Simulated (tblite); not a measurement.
Level: GFN2-xTB in tblite, geometry and Hessian alike; calculated harmonic values, unscaled, isolated species. This tight-binding method is rough: wavenumbers can miss measured ones by several per cent, in bad cases by 10 to 20. Modes of hydrogen on silicon can be 10 to 20 % off. One conformer each. Thermal functions are those of the rigid rotor and harmonic oscillator, without mixing of conformers.

Problem. Order these by their zero-point energy, highest first (kJ/mol).
A. `CN(C)N(C)C(C)(C)C`
B. `Cc1ncnnc1OC[SiH3]`
C. `CCCN(NC)C(C)C`
D. `C(c1nc(C)cpc1)(=O)C`
E. `[Si@@H]1(C=C)CC=C(CF)C1`
F. `c1cscn1`

Solution. C (644.9), A (641.9), E (409.2), B (355.9), D (348.9), F (140.6).

| SMILES | atoms | mass (u) | symmetry number | modes under 300 cm⁻¹ | ZPE (kJ/mol) | S translation (J/(mol K)) | S rotation | S vibration | S | Cp |
| --- | --- | --- | --- | --- | --- | --- | --- | --- | --- | --- |
| CCCN(NC)C(C)C | 27 | 130.15 | 1 | 12 | 644.9 | 161.3 | 119.3 | 106.3 | 386.9 | 145.5 |
| CN(C)N(C)C(C)(C)C | 27 | 130.15 | 1 | 10 | 641.9 | 161.3 | 116.4 | 87.9 | 365.5 | 147.9 |
| C=C[Si@@H]1CC=C(CF)C1 | 20 | 142.06 | 1 | 8 | 409.2 | 162.4 | 119.9 | 97.2 | 379.4 | 125.2 |
| Cc1ncnnc1OC[SiH3] | 19 | 155.05 | 1 | 7 | 355.9 | 163.5 | 120.1 | 82.7 | 366.2 | 125.7 |
| CC(=O)c1cpcc(C)n1 | 18 | 153.03 | 1 | 7 | 348.9 | 163.3 | 121.1 | 93.2 | 377.6 | 123.9 |
| c1cscn1 | 8 | 85.00 | 1 | 0 | 140.6 | 156.0 | 100.0 | 4.0 | 260.0 | 47.5 |

Entropies and Cp are for 200 K and 1 bar.
